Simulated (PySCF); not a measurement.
**Ti: ionisation energy**

Ti [Ar] 3d2 4s2 (3F) → Ti+ [Ar] 3d2 4s1 (4F), as a difference of total energies. Computed with PySCF 2.14 in aug-cc-pwCVTZ-DK, with the spin-free X2C one-electron Hamiltonian (Gaussian nucleus). Correlated levels: valence: [Ar] frozen; valence and next inner shell: [Ne] frozen; nothing frozen. The calculations carry no spin-orbit coupling.

| method | ionisation energy (eV) | error (eV) |
| --- | --- | --- |
| UHF | 5.557 | -1.271 |
| LDA | 6.923 | +0.095 |
| PBE | 6.686 | -0.142 |
| PBE0 | 6.567 | -0.261 |
| r2SCAN | 6.406 | -0.422 |
| B97-3 | 6.929 | +0.101 |
| PBEsol | 6.642 | -0.186 |
| M06-L | 6.964 | +0.136 |
| MP2 (valence) | 6.386 | -0.442 |
| SCS-MP2 (valence) | 6.565 | -0.263 |
| MP2 (valence and next inner shell) | 6.596 | -0.232 |
| SCS-MP2 (valence and next inner shell) | 6.692 | -0.136 |
| MP2 (all electrons) | 6.598 | -0.230 |
| SCS-MP2 (all electrons) | 6.693 | -0.135 |

Reference: 6.828 eV (measured; NIST levels, between the centres of gravity of the two terms).

Errors of the correlated levels include the incompleteness of this basis and the frozen core.
